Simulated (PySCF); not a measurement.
Method: PySCF with PBE-D3(BJ)/def2-TZVP // PBE-D3(BJ)/def2-SVP. All species are isolated molecules in the gas phase. One relaxed conformer stands for a flexible species; it need not be the lowest. 

Reference species: [Hf(Cl)3(NH2)] (neutral, multiplicity 1).

```
Item                                   Result
-------------------------------------  ------
charge on the central atom (Mulliken)  1.12 e
coordination number                         4
```

Changed species: [Hf(Cl)4] (0 of 4 Cl replaced by NH2; the reference has 1 of 4 Cl replaced by NH2).

Predict the effect on the charge on the central atom (Mulliken) and coordination number.

the charge on the central atom (Mulliken) falls by 0.03 e, to 1.09 e; the coordination number hardly moves.
